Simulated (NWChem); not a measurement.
System: C4H3Br; SMILES C#CC(=C)Br

Input file for NWChem:

```
start job
memory heap 200 mb stack 900 mb global 1100 mb
geometry units angstroms noautosym nocenter noautoz
  C      1.126378     2.605007    -0.000967
  C      0.335135     1.685341    -0.000392
  C     -0.577804     0.597430     0.000032
  C     -1.911675     0.712433     0.000054
  Br     0.237930    -1.120175     0.000253
  H      1.824823     3.421745    -0.001598
  H     -2.366490     1.705702     0.000096
  H     -2.559420    -0.165559     0.000032
end
basis spherical
  * library def2-svp
end
dft
  xc m05-2x
  iterations 150
end
cosmo
  dielec 3.9
end
task dft energy
```

NWChem printed, in part:

```
             Northwest Computational Chemistry Package (NWChem) 7.3.0
             --------------------------------------------------------

                             Geometry "geometry" -> ""
                             -------------------------

 Output coordinates in angstroms (scale by  1.889725989 to convert to a.u.)

  No.       Tag          Charge          X              Y              Z
 ---- ---------------- ---------- -------------- -------------- --------------
    1 C                    6.0000     1.12637800     2.60500700    -0.00096700
    2 C                    6.0000     0.33513500     1.68534100    -0.00039200
    3 C                    6.0000    -0.57780400     0.59743000     0.00003200
    4 C                    6.0000    -1.91167500     0.71243300     0.00005400
    5 Br                  35.0000     0.23793000    -1.12017500     0.00025300
    6 H                    1.0000     1.82482300     3.42174500    -0.00159800
    7 H                    1.0000    -2.36649000     1.70570200     0.00009600
    8 H                    1.0000    -2.55942000    -0.16555900     0.00003200

 Effective nuclear repulsion energy (a.u.)     263.8722249051

                                 NWChem DFT Module
                                 -----------------

 Summary of "ao basis" -> "ao basis" (spherical)
 ------------------------------------------------------------------------------
       Tag                 Description            Shells   Functions and Types
 ---------------- ------------------------------  ------  ---------------------
 C                          def2-svp                 6       14   3s2p1d
 Br                         def2-svp                12       32   5s4p3d
 H                          def2-svp                 3        5   2s1p

 in cosmo_initialize ...

 solvent parameters
 solvname_short: unkn
 solvname_long:  unknown
 dielec:        3.9000

          ---------------
          -cosmo- solvent
          ---------------
 Cosmo: York-Karplus, doi: 10.1021/jp992097l
 dielectric constant -eps-     =   3.90
 screen = (eps-1)/(eps    )    =   0.74359
 surface charge correction     = lagrangian

   van der Waals surface
 --------------------------

 ---------- ATOMIC COORDINATES (A.U.) ------------ VDWR(ANG.) --
     1    2.12854578    4.92274943   -0.00182737     2.000
     2    0.63331332    3.18483269   -0.00074077     2.000
     3   -1.09189124    1.12897900    0.00006047     2.000
     4   -3.61254193    1.34630316    0.00010205     2.000
     5    0.44962250   -2.11682381    0.00047810     2.160
     6    3.44841545    6.46616045   -0.00301978     1.300
     7   -4.47201765    3.22330940    0.00018141     1.300
     8   -4.83660249   -0.31286114    0.00006047     1.300
 number of segments per atom =         32
 number of   points per atom =         32
 atom (   nspa,  nppa )
 ----------------------
    1 (     24,     0 )       0
    2 (     14,     0 )       0
    3 (      8,     0 )       0
    4 (     18,     0 )       0
    5 (     24,     0 )       0
    6 (     12,     0 )       0
    7 (     16,     0 )       0
    8 (     14,     0 )       0
 number of -cosmo- surface points =      130
 molecular surface =    133.388 angstrom**2
 molecular volume  =    111.826 angstrom**3
 G(cav/disp)       =      1.527 kcal/mol
 -lineq- algorithm             =   0
 -bem- low  level              =   2
 -bem- from -octahedral-
 gaussian surface charge width =   4.50000
 degree of switching           =   1.00000
 switching function tolerance  =   0.00010
 atomic radii =
 --------------
    1  6.000  2.000
    2  6.000  2.000
    3  6.000  2.000
    4  6.000  2.000
    5 35.000  2.160
    6  1.000  1.300
    7  1.000  1.300
    8  1.000  1.300
 ...... end of -cosmo- initialization ......

            General Information
            -------------------
          SCF calculation type: DFT
          Wavefunction type:  closed shell.
          No. of atoms     :     8
          No. of electrons :    62
           Alpha electrons :    31
            Beta electrons :    31
          Charge           :     0
          Spin multiplicity:     1
          Use of symmetry is: off; symmetry adaption is: off
          Maximum number of iterations: 150
          AO basis - number of functions:   103
                     number of shells:    45
          Convergence on energy requested:  1.00D-06
          Convergence on density requested:  1.00D-05
          Convergence on gradient requested:  5.00D-04

              XC Information
              --------------
                       M05-2X Method XC Functional
                     Hartree-Fock (Exact) Exchange  0.560
                M05-2X metaGGA Exchange Functional  0.440
                      M05-2X Correlation Potential  1.000

[...]

                                   COSMO solvation results
                                   -----------------------

                 gas phase energy =     -2727.785947794683
                 sol phase energy =     -2727.790570371027
 (electrostatic) solvation energy =         0.004622576344 (    2.90 kcal/mol)

                       DFT Final Molecular Orbital Analysis
                       ------------------------------------

 Vector   29  Occ=2.000000D+00  E=-3.658318D-01
              MO Center=  4.5D-01,  3.8D-01, -1.5D-04, r^2= 4.1D+00
   Bfn.  Coefficient  Atom+Function         Bfn.  Coefficient  Atom+Function
  ----- ------------  ---------------      ----- ------------  ---------------
    73      0.455692  5 Br pz                70      0.399784  5 Br pz
    20     -0.293031  2 C  pz                 6     -0.289947  1 C  pz
    67     -0.265265  5 Br pz                23     -0.183080  2 C  pz
     9     -0.167944  1 C  pz                64      0.086125  5 Br pz
    37      0.028818  3 C  pz

 Vector   30  Occ=2.000000D+00  E=-3.499230D-01
              MO Center=  4.5D-01,  4.1D-01, -1.9D-04, r^2= 4.3D+00
   Bfn.  Coefficient  Atom+Function         Bfn.  Coefficient  Atom+Function
  ----- ------------  ---------------      ----- ------------  ---------------
    71      0.372538  5 Br px                68      0.319961  5 Br px
    72      0.272985  5 Br py                69      0.251055  5 Br py
     4     -0.240623  1 C  px                19      0.222778  2 C  py
    65     -0.211943  5 Br px                 5      0.193171  1 C  py
    18     -0.189235  2 C  px                66     -0.164468  5 Br py

 Vector   31  Occ=2.000000D+00  E=-3.123507D-01
              MO Center= -4.4D-01,  6.7D-01, -1.1D-04, r^2= 4.1D+00
   Bfn.  Coefficient  Atom+Function         Bfn.  Coefficient  Atom+Function
  ----- ------------  ---------------      ----- ------------  ---------------
    48      0.345721  4 C  pz                73     -0.344990  5 Br pz
    70     -0.273305  5 Br pz                34      0.264867  3 C  pz
     6     -0.261085  1 C  pz                51      0.256506  4 C  pz
    37      0.190348  3 C  pz                67      0.181040  5 Br pz
     9     -0.176418  1 C  pz                20     -0.174491  2 C  pz

 Vector   32  Occ=0.000000D+00  E=-1.277416D-02
              MO Center= -6.9D-01,  1.1D+00, -1.9D-04, r^2= 3.9D+00
   Bfn.  Coefficient  Atom+Function         Bfn.  Coefficient  Atom+Function
  ----- ------------  ---------------      ----- ------------  ---------------
    51      0.550444  4 C  pz                37     -0.421654  3 C  pz
    48      0.383879  4 C  pz                 9      0.376354  1 C  pz
    34     -0.321369  3 C  pz                 6      0.281667  1 C  pz
    23     -0.216890  2 C  pz                20     -0.169286  2 C  pz
    73      0.160694  5 Br pz                70      0.079316  5 Br pz

 Vector   33  Occ=0.000000D+00  E= 1.907326D-02
              MO Center=  1.3D-01,  4.1D-01, -1.2D-04, r^2= 4.6D+00
   Bfn.  Coefficient  Atom+Function         Bfn.  Coefficient  Atom+Function
  ----- ------------  ---------------      ----- ------------  ---------------
    72      0.745340  5 Br py                31     -0.632721  3 C  s
    61      0.484862  5 Br s                 36      0.472335  3 C  py
     7      0.339075  1 C  px                33      0.300099  3 C  py
    71     -0.293529  5 Br px               100      0.286078  8 H  s
    35     -0.284078  3 C  px                69      0.268886  5 Br py

 Vector   34  Occ=0.000000D+00  E= 1.080706D-01
              MO Center=  2.1D-01,  1.2D+00, -3.1D-04, r^2= 4.7D+00
   Bfn.  Coefficient  Atom+Function         Bfn.  Coefficient  Atom+Function
  ----- ------------  ---------------      ----- ------------  ---------------
    31      0.884725  3 C  s                 45     -0.631903  4 C  s
    21     -0.595390  2 C  px                61     -0.550084  5 Br s
    36     -0.542990  3 C  py                95      0.545279  7 H  s
    72     -0.524432  5 Br py                 8     -0.463106  1 C  py
     7      0.411652  1 C  px                22      0.400467  2 C  py

     Multipole analysis of the density
     ---------------------------------

     L   x y z        total         alpha         beta         nuclear
     -   - - -        -----         -----         ----         -------
     0   0 0 0     -0.000000    -31.000000    -31.000000     62.000000

     1   1 0 0     -0.408948      0.684957      0.684957     -1.778861
     1   0 1 0      0.609450      0.912245      0.912245     -1.215039
     1   0 0 1     -0.000301      0.000089      0.000089     -0.000478

     2   2 0 0    -26.013484   -101.709602   -101.709602    177.405720
     2   1 1 0      1.841804     -6.318329     -6.318329     14.478463
     2   1 0 1     -0.001884      0.015435      0.015435     -0.032754
     2   0 2 0    -26.031959   -229.973142   -229.973142    433.914325
     2   0 1 1     -0.002790      0.059244      0.059244     -0.121278
     2   0 0 2    -32.823235    -16.411638    -16.411638      0.000041
```

Level: M05-2X/def2-SVP, COSMO on the gas-phase geometry. All runs use the structure optimised with PBE0/def2-SVP. COSMO prints the solvation energy as gas minus solution, so a positive value is a stabilisation.
